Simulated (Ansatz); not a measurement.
C2H6OSeSi (`C=C[Se][SiH2]O`), relaxed with RKS PBE-D4/def2-SVP in Ansatz 0.2.0 from a rough embedded geometry. The force threshold is 0.03 eV/Å; the program also tests the step.

Total charge 0; spin multiplicity 1.

Start:

```xyz
11

C     0.320   -0.762   -1.785
C     0.351    0.522   -1.359
Se    1.445    0.969    0.150
Si   -0.274    0.565    1.589
O    -0.855   -0.980    1.490
H     0.811   -1.538   -1.344
H    -0.354   -0.987   -2.667
H    -0.213    1.268   -1.846
H    -1.357    1.552    1.178
H     0.169    0.914    2.937
H    -0.043   -1.523    1.657
```

Problem. By how much does the energy fall, and how many steps does the optimiser take? (Estimate.)

Solution. Ansatz gave: 44.71 kJ/mol, in 17 steps.

Problem. Which bonds change most? (Estimate.)

Solution. The calculation gave: C1–H6 from 1.019 to 1.102 Å; C2–H8 from 1.054 to 1.104 Å; Si4–H10 from 1.461 to 1.506 Å; Si4–O5 from 1.654 to 1.686 Å.

Problem. Give the relaxed structure. (Best estimate.)

Solution. Ansatz gave: 
```xyz
11

C    -0.108   -0.532   -1.683
C     0.633    0.576   -1.503
Se    1.302    1.275    0.162
Si   -0.332    0.447    1.548
O    -0.376   -1.238    1.626
H    -0.402   -1.195   -0.854
H    -0.440   -0.805   -2.698
H     0.937    1.210   -2.353
H    -1.690    0.826    1.051
H    -0.008    1.084    2.874
H     0.484   -1.649    1.830
```
